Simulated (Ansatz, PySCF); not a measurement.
Molecule: C₅H₇, net charge -1, singlet state. It need not be the lowest isomer of its formula. Whether it binds its extra electron was not tested at this geometry. 
Geometry from a B3LYP-D3(BJ)/def2-TZVP (Ansatz, a quantum-chemistry and plane-wave program) optimisation:
```
C
H 1 1.0879
C 1 1.4082 2 117.56
C 3 1.3692 1 129.93 2 0.00
H 4 1.0832 3 121.35 1 -180.00
H 4 1.0864 5 116.96 3 -180.00
H 3 1.0917 4 115.33 5 0.00
C 1 1.4146 2 116.83 3 180.00
C 8 1.3722 1 132.42 2 180.00
H 9 1.0832 8 120.56 1 180.00
H 9 1.0844 10 116.71 8 180.00
H 8 1.0932 9 114.25 10 0.00
```
Charge -1, spin multiplicity 1.

Total electronic energies in hartree. Cores are frozen in the correlated levels unless marked. Spin-orbit coupling is left out. No relativistic terms. CBS(X,Y): correlation extrapolated as X^-3; Hartree-Fock from the larger set. The bracket is a focal-point correction in the basis named.

| level | program | energy (Eh) |
|---|---|---|
| HF/def2-TZVPD | PySCF | -193.40149 |
| RI-HF/cc-pVTZ | Ansatz | -193.39227 |
| PBE-D3(BJ)/def2-TZVPD | Ansatz + dftd3 | -194.51243 |
| PBE-D4/def2-TZVPD | Ansatz + dftd4 | -194.51318 |
| BLYP/def2-TZVPD | Ansatz | -194.67688 |
| BLYP/def2-TZVPD | PySCF | -194.67701 |
| PBE0-D4/def2-TZVP | Ansatz + dftd4 | -194.52717 |
| PBE0/def2-QZVPP | Ansatz | -194.53519 |
| BHLYP-D3(BJ)/def2-TZVPD | Ansatz + dftd3 | -194.64659 |
| M06-2X/def2-TZVPD | PySCF | -194.67143 |
| B2PLYP/def2-TZVPD | Ansatz | -194.57888 |
| RI-MP2/aug-cc-pVTZ | Ansatz | -194.26011 |
| CCSD(T)/6-31G* | Ansatz | -194.02524 |
| CCSD(T)/cc-pwCVTZ | Ansatz | -194.32483 |
| RI-MP2/CBS(aug-cc-pVTZ,aug-cc-pVQZ)+[CCSD(T)-MP2]/aug-cc-pVDZ | Ansatz | -194.4275 |

Totals of different functionals don't rank their quality; only differences between species are comparable.
